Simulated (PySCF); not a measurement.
Species: C7H11BO.
Numbering: `[CH2:1]=[C:2]([C:3]#[C:4][CH3:5])[CH2:6][BH:7][O:8][CH3:9]` (hydrogens: H10, H11 on C1; H12, H13, H14 on C5; H15, H16 on C6; H17 on B7; H18, H19, H20 on C9)

A linear-response calculation (PySCF, def2-SVPD basis, gas phase, vertical, core orbitals frozen in the response) gave these numbers; the functional is withheld.

Orbital energies (eV): HOMO-3 -10.38, HOMO-2 -9.67, HOMO-1 -8.70, HOMO -7.66, LUMO 0.60, LUMO+1 1.14, LUMO+2 1.17.

| state | E (eV) | f | main configurations (H = HOMO, L = LUMO) |
| --- | --- | --- | --- |
| S1 | 5.41 | 0.0047 | H-1→L (85%) |
| S2 | 5.52 | 0.278 | H→L (83%) |
| S3 | 5.85 | 0.017 | H→L+1 (70%), H→L+2 (11%) |
| S4 | 6.28 | 0.0047 | H→L+2 (25%), H→L+5 (18%), H→L+3 (13%) |
| S5 | 6.41 | 0.0017 | H→L+2 (23%), H→L+8 (22%), H→L+1 (12%) |
| S6 | 6.87 | 0.0011 | H-2→L (18%), H→L+3 (15%), H-3→L+1 (10%) |

Triplets, Tamm–Dancoff:

| state | E (eV) | λ (nm) | main configurations (H = HOMO, L = LUMO) |
| --- | --- | --- | --- |
| T1 | 3.40 | 365.2 | H→L (86%) |
| T2 | 5.09 | 243.7 | H-1→L (76%) |
| T3 | 5.38 | 230.4 | H-2→L (29%), H→L+1 (13%), H-1→L+8 (12%) |
| T4 | 5.66 | 219.1 | H→L+1 (39%), H-1→L+8 (12%), H→L+2 (8%) |

Vertical ionisation energy by ΔSCF with the same functional: 8.32 eV. Mean static polarisability: 106.9 au.

**Question.** Which of these was used?
A. CAM-B3LYP
B. B3LYP
C. PBE
D. HF

**Answer.** A. CAM-B3LYP is range-separated, 19% exact exchange at short range and 65% at long range (ω = 0.33 bohr⁻¹). In this run −ε(HOMO) = 7.66 eV differs from the ΔSCF value by -0.66 eV, and S1 differs from the orbital gap of 8.26 eV by -2.85 eV. The ratio −ε(HOMO)/IP is 0.92. Small neutral molecules mostly give 0.85 to 0.93 with CAM-B3LYP, 0.5 to 0.7 with PBE, 0.67 to 0.83 with B3LYP; Hartree–Fock can't fall below 1, since the ion's relaxation only lowers the ΔSCF value.

The calculation used TDDFT CAM-B3LYP/def2-SVPD, vertical, gas phase, core orbitals frozen in the response (PySCF). The structure is a single PBE0-D3(BJ)/def2-SVP conformer in the gas phase; no vibrational or solvent corrections.

Shape of the structure used: `[CH2:1]=[C:2]([C:3]#[C:4][CH3:5])[CH2:6][BH:7][O:8][CH3:9]`: C1–C2–C6–B7 106°, C2–C6–B7–O8 -132°, C6–B7–O8–C9 180°.
